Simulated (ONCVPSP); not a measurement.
**Nd: excitation energies, all-electron against ONCV**

Nd, optimised norm-conserving Vanderbilt (ONCV), made with ONCVPSP 4.0.1 (PBE, scalar-relativistic). Core [Kr] 4d10 4f3, reference 5s2 5p6 5d1 6s2. Waves: 5s+6s: rc 2.05 bohr, ncon 4, nbas 8, qcut 5.3 1/bohr, 2 projectors; 5p: rc 1.70 bohr, ncon 4, nbas 9, qcut 5.7 1/bohr, 1 projector; 5d: rc 3.05 bohr, ncon 4, nbas 9, qcut 6.1 1/bohr, 3 projectors, debl 3.6 Ha. Local part: polynomial inside 1.55 bohr (lpopt 4, dvloc0 1 Ha). Core correction: Teter function fitted to the true core (icmod 2), fcfact 0.25.

Energies are relative to the spin-unpolarised reference configuration 5s2 5p6 5d1 6s2; without spin polarisation the order of configurations can differ from experiment.

Question: Give the all-electron excitation energy and the error of the potential for: 5s2 5p6 5d1 6s1; 5s2 5p6 5d1 6s0; 5s2 5p6 5d0 6s0; 5s2 5p6 5d1 6s1 6p1.

Answer:

```tsv
valence configuration	charge	ΔE all-electron (eV)	error AE − PS (meV)
5s2 5p6 5d1 6s1	+1	6.265	-0.7
5s2 5p6 5d1 6s0	+2	17.699	+2.7
5s2 5p6 5d0 6s0	+3	37.196	-47
5s2 5p6 5d1 6s1 6p1	0	2.588	+18
```

Levels in the configuration 5s2 5p6 5d1 6s0:

| level | all-electron (eV) | pseudo (eV) |
| --- | --- | --- |
| 5s | -56.840 | -56.934 |
| 5p | -37.747 | -37.806 |
| 5d | -15.044 | -15.058 |
